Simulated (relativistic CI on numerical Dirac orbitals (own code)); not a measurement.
**What each ingredient does to the levels of Sb18+**

Base calculation: Dirac-Coulomb-Breit CI, separate exchange-only KLI orbitals for each configuration, model QED, unscaled Slater integrals.

CI space (outside the closed core [Ar] 3d10): 4s2 4p3, 4s 4p4, 4p5, 4s2 4p2 4d, 4s 4p3 4d, 4s2 4p2 4f, 4s 4p3 4f, 4p4 4d, 4s 4p2 4d2, 4s2 4p 4d 4f, 4s2 4p2 5s, 4p4 4f, 4s2 4p2 5p, 4p4 5s, 4s 4p2 4d 5s, 4s 4p3 5s, 4s2 4p2 5d, 4p3 4d 4f, 4s2 4p 4f 5s, 4s 4p3 5p, 4s 4p2 4f2, 4s2 4p2 5f, 4s2 4p2 5g, 4s 4p3 5d, 4s2 4p2 6s, 4s2 4p2 6p, 4s 4p2 5s2, 4s2 4p 4d2, 4s2 4d3, 4s 4p 4d3, 4s2 4d2 4f, 4s 4p 4d2 4f, 4s2 4d2 5s, 4p3 4d2, 4p2 4d3, 4p2 4d2 4f, 4p2 4d2 5s, 4s2 4p 4f2, 4s2 4d 4f2, 4s 4p 4d 4f2, 4s2 4f3, 4s 4p 4f3, 4s2 4f2 5s, 4p3 4f2, 4p2 4d 4f2, 4p2 4f3, 4p2 4f2 5s, 4s2 4p 4d 5s, 4s 4p 4d2 5s, 4s2 4d 4f 5s, 4s 4p 4d 4f 5s, 4s2 4d 5s2, 4s 4p2 4d 4f, 4p3 4d 5s, 4p2 4d 4f 5s, 4p2 4d 5s2, 4s2 4p 5s2, 4s 4p 4d 5s2, 4s2 4f 5s2, 4s 4p 4f 5s2, 4s 4p2 4f 5s, 4s 4p 4f2 5s. Double excitations out of closed p, d and f shells are left out; levels of such configurations are missing from the list, as are those of other unlisted configurations, and high levels can miss mixing partners. These lack a partner that the ground configuration has and come out too high: 4s2 4p2 5p, 4s2 4p2 5d, 4s 4p3 5p, 4s2 4p2 5f, 4s2 4p2 5g.

Variants: (1) valence Slater integrals scaled by 0.9; (2) one mean potential for all configurations. Shifts of the energy above 4s2 4p3 4S°_3/2, in cm⁻¹, for the lowest level and the first level of each name with at least 55 % of one term (blank where a level changes its place among those of its configuration and J or its character, or is not in the variant):

```tsv
Level	Base	Δ(1)	Δ(2)
4s2 4p3 4S°_3/2	0	0	0
4s2 4p3 2D°_5/2	96350	-897	-14
4s2 4p3 2P°_1/2	127342	-3703	-11
4s2 4p3 2P°_3/2	200033	-1889	-15
4s 4p4 4P_5/2	422628	+7042	+14
4s 4p4 4P_3/2	471812	+5964	+8
4s 4p4 4P_1/2	477613	+4481	+13
4s 4p4 2D_5/2	553901	+3663	-4
4s2 4p2 4d 2F_5/2	672567	+3855	-85
4s2 4p2 4d 4D_1/2	674328	+2850	-58
4s2 4p2 4d 4F_7/2	684685	+3954	-82
4s2 4p2 4d 4D_3/2	689870		-71
4s2 4p2 4d 4F_9/2	709277	+2753	-86
4s2 4p2 4d 2G_7/2	753274	-21	-98
4s2 4p2 4d 4P_5/2	763522	-4794	-94
4s2 4p2 4d 2D_3/2	788421		-102
4s2 4p2 4d 2G_9/2	801785	+1461	-91
4s2 4p2 4d 2D_5/2	809101	-8696	-115
4p5 2P°_3/2	955089	+9008	-43
4s 4p3 4d 6D°_1/2	987697	+12778	-27
4s 4p3 4d 6D°_3/2	989935	+12727	-26
4s 4p3 4d 6D°_5/2	990180	+12418	-29
```

At this charge energies of transitions that change n are usually good to better than 1 %, and those within a shell (Δn = 0) to a few per cent.

Ionisation energy from the two ground configurations alone: base 509.847 eV; valence Slater integrals scaled by 0.9 509.673 eV. The NIST ASD value (theoretical) is 510 eV.

LS names give the leading component of a level, which can be under half, so a name can repeat, a term be missing and a line seem to break the LS rules.
